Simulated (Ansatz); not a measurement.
## Ligand exchange: MgH(CH3) + GeH3(NH2) → Mg(CH3)(NH2) + GeH4

Species: MgH(CH3), singlet; GeH3(NH2), singlet; Mg(CH3)(NH2), singlet; GeH4 `[GeH4]`, singlet. The partners trade H for NH2: Mg–H and Ge–NH2 bonds give way to Mg–NH2 and Ge–H.

Shapes, held fixed at every level: PBE0-D4/def2-TZVP. Programs: Ansatz 0.2.0. Electronic energies: no zero-point or thermal term.

| level | kind | ΔE (kJ/mol) | less CCSD(T)/def2-TZVPP |
| --- | --- | --- | --- |
| HF/def2-TZVPP | Hartree–Fock | -52.6 | +9.3 |
| SPW92/def2-TZVPP | LDA | -63.1 | -1.2 |
| r2SCAN-D4/def2-TZVPP | meta-GGA | -65.6 | -3.7 |
| B3LYP-D4/def2-TZVPP | global hybrid | -62.9 | -1.0 |
| wB97M-V/def2-TZVPP | range-separated hybrid | -61.6 | +0.3 |
| CCSD/def2-SVP | coupled cluster or CI | -66.4 | -4.5 |
| CCSD/def2-TZVPP | coupled cluster or CI | -61.9 | 0.0 |
| CCSD(T)/def2-TZVPP | coupled cluster or CI | -61.9 | 0.0 |

The highest level, CCSD(T)/def2-TZVPP, gives ΔE = -61.9 kJ/mol; the levels span -66.4 to -52.6. The column of differences is taken from that level and isn't an error. No measured value is set beside it here. Relativity is left out for Ge unless named. Correlated rows may include outer-core shells of Ge, Mg, which these sets cover unevenly.
